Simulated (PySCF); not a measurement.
C₇H₁₅, SMILES C[CH]CCCCC, multiplicity 2. Coordinates come from a B3LYP-D3(BJ)/def2-SVP optimisation. The isomer is the one that the SMILES or the coordinates give; other isomers of the formula were not compared. Other conformers were not sampled.

Computed equilibrium geometry at B3LYP-D3(BJ)/def2-SVP (PySCF confirms it by a frequency run) as a Z-matrix (one conformer of several):
```
C
H 1 1.1047
H 1 1.1047 2 105.93
C 1 1.5284 2 109.63 3 -117.97
H 4 1.1059 1 109.27 2 -179.66
H 4 1.1059 5 105.66 1 -117.48
C 4 1.5297 5 109.28 6 -117.47
H 7 1.1050 4 109.11 5 -179.94
H 7 1.1051 8 105.72 4 -117.22
C 7 1.5279 8 109.61 9 -118.07
H 10 1.1016 7 111.69 8 57.79
H 10 1.1029 11 107.62 7 122.31
H 10 1.1029 11 107.63 12 115.36
C 1 1.5454 2 109.07 3 117.39
H 14 1.1043 1 108.36 2 65.20
H 14 1.1075 15 106.40 1 -115.80
C 14 1.4935 15 110.12 16 -118.82
H 17 1.0958 14 118.39 15 -32.71
C 17 1.4903 18 118.34 14 165.20
H 19 1.1022 17 112.13 18 34.74
H 19 1.1046 20 108.17 17 -123.38
H 19 1.1118 20 106.28 21 -113.53
```
Charge 0, spin multiplicity 2.
